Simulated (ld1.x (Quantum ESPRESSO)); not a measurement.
# Cl, PAW: configuration errors across variants

```json
{"Element": "Cl", "Generator": "ld1.x (Quantum ESPRESSO) 7.5", "Type": "PAW", "Functional": "PW91", "Relativity": "non-relativistic", "Frozen core": "[Ne]", "Valence charge": "7", "Reference configuration": "3s2 3p5", "Partial waves": "3s (bound): rcut 1.25, rcutus 1.60 bohr; 3s channel at -0.1 Ry: rcut 1.25, rcutus 1.60 bohr; 3p (bound): rcut 1.30, rcutus 1.80 bohr; 3p channel at -0.3 Ry: rcut 1.30, rcutus 1.80 bohr; 3d channel at 0.4 Ry: rc 1.45 bohr", "Local potential": "the d channel", "Core correction": "a·sin(br)/r model core, default radius (core density twice the valence density)", "Augmentation charge": "PSQ, inside the norm-conserving radii"}
```

All-electron excitation energies from the reference (eV): (1) 3s2 3p4 13.947; (2) 3s2 3p3 39.472; (3) 3s2 3p2 77.863; (4) 3s1 3p6 11.969; (5) 3s2 3p1 130.200; (6) 3s1 3p5 26.458; (7) 3s2 3p5.3 -2.158.

3 further variants failed, have other tests or too few solved ones, and are left out.

A true bound ghost makes a file unfit for plane-wave use even where its test errors are small: the radial tests pick states by their node count and pass the ghost by.

Errors AE − PS in meV (a dash: test not solved or not reliable):

```csv
change,(1),(2),(3),(4),(5),(6),(7),bound ghosts
base,-0.4,-3.7,-16,0.0,-54,-0.2,0.0,none
"waves 3p (bound): rcut 1.12, rcutus 1.18 bohr; 3p channel at -0.3 Ry: rcut 1.12, rcutus 1.18 bohr",-0.7,-6.0,-23,-0.2,-65,-1.3,0.0,p
"waves 3p (bound): rcut 1.24, rcutus 1.32 bohr; 3p channel at -0.3 Ry: rcut 1.24, rcutus 1.32 bohr",-0.6,-5.4,-22,-0.2,-64,-1.1,0.0,none
"waves 3p (bound): rcut 1.30, rcutus 1.46 bohr; 3p channel at -0.3 Ry: rcut 1.30, rcutus 1.46 bohr",-0.6,-5.2,-21,-0.1,-64,-0.9,0.0,none
"waves 3p (bound): rcut 1.30, rcutus 1.88 bohr; 3p channel at -0.3 Ry: rcut 1.30, rcutus 1.88 bohr",-0.4,-3.3,-15,0.0,-52,-0.1,0.0,none
"waves 3p (bound): rcut 1.30, rcutus 1.98 bohr; 3p channel at -0.3 Ry: rcut 1.30, rcutus 1.98 bohr",-0.4,-3.0,-14,–,–,–,–,none
"waves 3p (bound): rcut 1.30, rcutus 2.18 bohr; 3p channel at -0.3 Ry: rcut 1.30, rcutus 2.18 bohr",-0.4,-3.0,-14,–,–,–,–,none
```

**Question.** Give the same row for: waves 3p (bound): rcut 1.30, rcutus 1.64 bohr; 3p channel at -0.3 Ry: rcut 1.30, rcutus 1.64 bohr.

**Answer.** -0.5, -4.4, -19, -0.1, -59, -0.6, 0.0; bound ghosts: none.
